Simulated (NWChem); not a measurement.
All runs are NWChem calculations. System: CH2N, charge 1, spin multiplicity 1, at the geometry of a parent with another charge or spin, in a state set for the comparison that need not be this species' ground state. Level: BLYP/def2-TZVP.

Input file:

```
start mol
memory heap 200 mb stack 900 mb global 1100 mb
charge 1
geometry units angstroms nocenter noautoz
  C      0.000000     0.000000    -0.502095
  N      0.000000     0.000000     0.740233
  H     -0.943460     0.000000    -1.084532
  H      0.943460     0.000000    -1.084532
  symmetry group C2v
end
basis spherical
  * library def2-tzvp
end
dft
  xc becke88 lyp
  semidirect memsize 60000000 filesize 0
  iterations 100
end
task dft energy
```

Part of the output:

```
             Northwest Computational Chemistry Package (NWChem) 7.3.0
             --------------------------------------------------------

                                NWChem Input Module
                                -------------------

 Scaling coordinates for geometry "geometry" by  1.889725989
 (inverse scale =  0.529177249)

 Turning off AUTOSYM since
 SYMMETRY directive was detected!

                             Geometry "geometry" -> ""
                             -------------------------

 Output coordinates in angstroms (scale by  1.889725989 to convert to a.u.)

  No.       Tag          Charge          X              Y              Z
 ---- ---------------- ---------- -------------- -------------- --------------
    1 C                    6.0000     0.00000000     0.00000000    -0.50209500
    2 N                    7.0000     0.00000000     0.00000000     0.74023300
    3 H                    1.0000    -0.94346000     0.00000000    -1.08453200
    4 H                    1.0000     0.94346000     0.00000000    -1.08453200

 Effective nuclear repulsion energy (a.u.)      27.5042761152

            Nuclear Dipole moment (a.u.)
            ----------------------------
        X                 Y               Z
 ---------------- ---------------- ----------------
     0.0000000000     0.0000000000    -0.0000056692

      Symmetry information
      --------------------

 Group name             C2v
 Group number             16
 Group order               4
 No. of unique centers     3

      Symmetry unique atoms

     1    2    3


 Summary of "ao basis" -> "" (spherical)
 ------------------------------------------------------------------------------
       Tag                 Description            Shells   Functions and Types
 ---------------- ------------------------------  ------  ---------------------
 *                         def2-tzvp                  on all atoms

                                 NWChem DFT Module
                                 -----------------

 Summary of "ao basis" -> "ao basis" (spherical)
 ------------------------------------------------------------------------------
[...]
    36      0.241447  2 N  s                 11     -0.184146  1 C  pz
    34      0.183275  2 N  s                  4     -0.129061  1 C  s
    33     -0.117393  2 N  s                 45      0.089925  2 N  pz

 Vector    7  Occ=2.000000D+00  E=-6.546268D-01  Symmetry=b2
              MO Center= -2.8D-16,  4.3D-17,  2.4D-01, r^2= 1.0D+00
   Bfn.  Coefficient  Atom+Function         Bfn.  Coefficient  Atom+Function
  ----- ------------  ---------------      ----- ------------  ---------------
    38      0.379488  2 N  py                41      0.303912  2 N  py
     7      0.289796  1 C  py                10      0.245032  1 C  py
    44      0.127162  2 N  py                13      0.081562  1 C  py
    52     -0.028457  2 N  d -1

 Vector    8  Occ=0.000000D+00  E=-5.431584D-01  Symmetry=b1
              MO Center= -2.1D-15,  2.0D-30,  2.8D-01, r^2= 1.5D+00
   Bfn.  Coefficient  Atom+Function         Bfn.  Coefficient  Atom+Function
  ----- ------------  ---------------      ----- ------------  ---------------
    37      0.455372  2 N  px                40      0.382126  2 N  px
    43      0.223723  2 N  px                64      0.185837  3 H  s
    70     -0.185837  4 H  s                 63      0.108145  3 H  s
    69     -0.108145  4 H  s                 65      0.106810  3 H  s
    71     -0.106810  4 H  s                  6     -0.102115  1 C  px

 Vector    9  Occ=0.000000D+00  E=-3.857092D-01  Symmetry=b2
              MO Center=  1.6D-16,  3.8D-15, -1.1D-01, r^2= 1.5D+00
   Bfn.  Coefficient  Atom+Function         Bfn.  Coefficient  Atom+Function
  ----- ------------  ---------------      ----- ------------  ---------------
    10      0.392692  1 C  py                 7      0.385327  1 C  py
    38     -0.360490  2 N  py                13      0.339755  1 C  py
    44     -0.311775  2 N  py                41     -0.293150  2 N  py
    21     -0.055708  1 C  d -1

 Vector   10  Occ=0.000000D+00  E=-2.138737D-01  Symmetry=a1
              MO Center= -2.2D-16,  7.7D-17, -1.1D+00, r^2= 3.6D+00
   Bfn.  Coefficient  Atom+Function         Bfn.  Coefficient  Atom+Function
  ----- ------------  ---------------      ----- ------------  ---------------
    65      1.354218  3 H  s                 71      1.354218  4 H  s
     5     -1.146848  1 C  s                 14      0.709873  1 C  pz
     4     -0.632561  1 C  s                 36     -0.356450  2 N  s
     3     -0.231983  1 C  s                  8      0.187022  1 C  pz
    11      0.165712  1 C  pz                64      0.134050  3 H  s

 center of mass
 --------------
 x =   0.00000000 y =   0.00000000 z =   0.14530091

 moments of inertia (a.u.)
 ------------------
          46.078449717706           0.000000000000           0.000000000000
           0.000000000000          52.485524286002           0.000000000000
           0.000000000000           0.000000000000           6.407074568296

     Multipole analysis of the density
     ---------------------------------

     L   x y z        total         alpha         beta         nuclear
     -   - - -        -----         -----         ----         -------
     0   0 0 0      1.000000     -7.000000     -7.000000     15.000000

     1   1 0 0     -0.000000     -0.000000     -0.000000      0.000000
     1   0 1 0     -0.000000     -0.000000     -0.000000      0.000000
     1   0 0 1     -1.160337     -0.580166     -0.580166     -0.000006

     2   2 0 0     -4.924175     -5.640752     -5.640752      6.357328
     2   1 1 0      0.000000      0.000000      0.000000      0.000000
     2   1 0 1     -0.000000     -0.000000     -0.000000      0.000000
     2   0 2 0     -7.952167     -3.976084     -3.976084      0.000000
     2   0 1 1     -0.000000     -0.000000     -0.000000      0.000000
     2   0 0 2     -4.786313    -16.142879    -16.142879     27.499445

 Task  times  cpu:        1.5s     wall:        1.5s

 Total times  cpu:        1.5s     wall:        1.5s
```
